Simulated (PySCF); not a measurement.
Multinuclear NMR of CH$_{11}$NSi$_{3}$

Geometry:
```tsv
atom	x (Å)	y (Å)	z (Å)
Si1	-2.164	0.024	0.426
C2	-0.641	0.209	-0.707
N3	0.650	0.033	-0.054
Si4	1.224	-1.593	0.128
Si5	1.322	1.415	0.747
H6	-3.349	0.248	-0.407
H7	-2.209	-1.323	0.997
H8	-2.118	1.020	1.498
H9	-0.663	1.201	-1.170
H10	-0.718	-0.514	-1.525
H11	0.993	-2.268	-1.153
H12	0.508	-2.316	1.189
H13	2.644	-1.503	0.447
H14	2.731	1.119	0.979
H15	1.142	2.554	-0.158
H16	0.643	1.702	2.019
```

[PySCF 2.14: GIAO PBE0/pcSseg-1 shieldings; GFN2-xTB geometry; single conformer; non-relativistic Hamiltonian; rapidly exchanging positions averaged; no solvent model]

(1) Where does ²⁹Si resonate?

(2) Where does ¹⁵N resonate?

Answers

(1) 
| atoms | environment | σ (ppm) | δ (ppm) |
| --- | --- | --- | --- |
| Si4/Si5 | silicon bonded to N, 3 H | 393.5 | -43.5 |
| Si1 | silicon bonded to C, 3 H | 437.8 | -79.9 |

Shieldings were converted by a linear fit to measured shifts: ²⁹Si: δ = 279.94 − 0.822σ (rms 8.9 ppm, 72 shifts, 25.8 ppm with the 6 outliers that the fit left out vs TMS, solution or neat liquid). A few per cent of atoms miss by over 2 rms, more outside the fitted compound classes.

On a 500 MHz spectrometer ²⁹Si resonates near 99.3 MHz, so 1 ppm is 99.3 Hz.

(2) 
```
atoms                 environment  σ (ppm)  δ (ppm)
   N3  nitrogen bonded to C, 2 Si    268.9   -395.9
```

Shieldings were converted by a linear fit to measured shifts: ¹⁵N: δ = -148.07 − 0.921σ (rms 6.3 ppm, 71 shifts vs CH3NO2, solution or neat liquid). Occasional misses reach two or three times the rms, and more in compound classes unlike the fitted ones.

On a 600 MHz spectrometer ¹⁵N resonates near 60.8 MHz, so 1 ppm is 60.8 Hz.
